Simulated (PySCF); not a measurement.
Relaxation of singlet [Ga3Te]+

Computed with B3LYP in PySCF with Te def2-SVP with ECP28, Ga def2-SVP; scalar-relativistic core potentials, no spin–orbit coupling; density-fitted integrals. A (50,194) grid was used.

A hand-made trigonal planar start, of D3h symmetry, held to at least that symmetry:

```xyz
4
charge 1 multiplicity 1, angstrom
Te    0.0000    0.0000    0.0000
Ga    2.5480    0.0000    0.0000
Ga   -1.2740    2.2066    0.0000
Ga   -1.2740   -2.2066    0.0000
```

(1) What does it relax to?

(2) How much energy is released, and in how many steps?

## Answers

(1) It ends at D3h with Te–Ga 2.820 Å (×3); Ga–Te–Ga 120.0° (×3). A frequency run shows a minimum. Other isomers or separated fragments may lie lower.

(2) 67.2 kJ/mol in 5 steps.

The relaxation took about 90 core-seconds on a shared host.
